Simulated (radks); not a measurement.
Pb72+, configuration [Ne] (the NIST ground configuration). Method: non-relativistic Kohn-Sham, PBE, spin-polarised, spherical densities, point nucleus; relativity is left out, which matters for an element this heavy; computed with a radial shooting solver on a logarithmic mesh with Libxc functionals.

Unscreened Slater integrals over Kohn-Sham orbitals (cm^-1). They are taken over the spin-up orbitals.

integral,value
"F0(2p,2p)",3099500
"F2(2p,2p)",1491100
"F0(2p,2s)",2787100
"G1(2p,2s)",1540500
"F0(2p,1s)",4169800
"G1(2p,1s)",828500
"F0(2s,2s)",2595700
"F0(2s,1s)",3627300
"G0(2s,1s)",365770
"F0(1s,1s)",1.1165e+07
